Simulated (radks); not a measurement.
Results of a calculation; reference values are marked as such.
The antimony ion Sb2+ inside a hard spherical wall (all orbitals vanish at R), configuration held at [Kr] 4d10 5s2 5p1 and not refilled when levels cross. Code: a radial shooting solver on a logarithmic mesh with Libxc functionals. Model: scalar-relativistic Kohn-Sham, PBE, spin-unpolarised, spherical densities, point nucleus. Eigenvalues in eV, with the zero of energy where the potential of the charges vanishes at infinity; a dash marks a level that is unbound or too diffuse for the functional's potential to be trusted. A positive occupied level is held by the wall or, in an anion where self-interaction has pushed it up, behind a barrier. The pressure on the wall is -dE/dV.

R (bohr)  E (hartree)  kinetic (hartree)    e(4p)    e(4d)    e(5s)    e(5p)  e(6s, empty)  e(5d, empty)  pressure (GPa)
free      -6480.55840           6778.174  -120.22  -51.858  -29.417  -20.082        -9.815        -9.493               0
15        -6480.55840           6778.174  -120.22  -51.858  -29.417  -20.082        -9.815        -9.493        < 0.0001
8         -6480.55832           6778.175  -120.21  -51.854  -29.414  -20.077        -9.382        -9.353         0.00530
6         -6480.55471           6778.212  -120.09  -51.729  -29.315  -19.922        -6.610        -8.327           0.457
4         -6480.40514           6779.160  -118.01  -49.734  -27.176  -16.569        13.702        -0.094            41.3
3.5       -6480.17054           6780.360  -116.07  -47.893  -24.505  -12.691        30.379         7.025             139
2.5       -6477.70382           6791.056  -104.81  -36.860   -2.150   16.175        124.14        49.310            2340
